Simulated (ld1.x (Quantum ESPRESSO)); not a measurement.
How hard is this vanadium (V) RRKJ potential?

V (Z = 23), norm-conserving RRKJ (Kleinman–Bylander form), made with ld1.x (Quantum ESPRESSO) 7.5 (LDA (PZ), scalar-relativistic). Core [Ne] 3s2, reference 3p6 3d3 4s2 4p0. Waves: 3p (bound): rc 1.45 bohr; 3d (bound): rc 1.00 bohr; 4s (bound): rc 3.00 bohr. Local part: the s channel. Core correction: a·sin(br)/r model core, default radius (core density twice the valence density). rho0 = 0.02.

The pseudo-atom Hamiltonian at the reference potential is diagonalised in spherical Bessel functions j_l(qr) that vanish at 20 bohr, with q² up to the cutoff. All-electron valence levels (Ry): 3p -3.2306, 4p -0.1125, 3d -0.3954, 4s -0.3567.

Task: How do the lowest levels (Ry) of each channel move with the cutoff, and are there ghosts?

Result:

```
cutoff (Ry)     p #1     p #2     d #1     s #1    f #1    f #2  Σ f·Δε (mRy)
          8  -0.9022  -0.0310   0.0493  -0.3548  0.1084  0.2282       15309.1
         12  -1.7904  -0.0607   0.0493  -0.3561  0.1084  0.2282        9977.0
         21  -2.9061  -0.0735   0.0487  -0.3566  0.1084  0.2282        3279.8
         30  -3.1825  -0.0760   0.0478  -0.3567  0.1084  0.2282        1618.4
         40  -3.2255  -0.0764   0.0447  -0.3567  0.1084  0.2282        1351.6
         50  -3.2304  -0.0764   0.0307  -0.3567  0.1084  0.2282        1279.6
         70  -3.2306  -0.0764  -0.1554  -0.3567  0.1084  0.2282         720.4
         90  -3.2306  -0.0764  -0.3109  -0.3567  0.1084  0.2282         254.0
        110  -3.2306  -0.0764  -0.3707  -0.3567  0.1084  0.2282          74.4
        160  -3.2306  -0.0764  -0.3953  -0.3567  0.1084  0.2282           0.6
        200  -3.2306  -0.0764  -0.3955  -0.3567  0.1084  0.2282           0.1
        400  -3.2306  -0.0764  -0.3955  -0.3567  0.1084  0.2282           0.0
```

Result: no extra level below or beside the all-electron valence levels (p, d, s, f tested); 10 mRy is reached at 140 Ry and 1 mRy at 160 Ry.

Its largest configuration-test error is -868 meV.
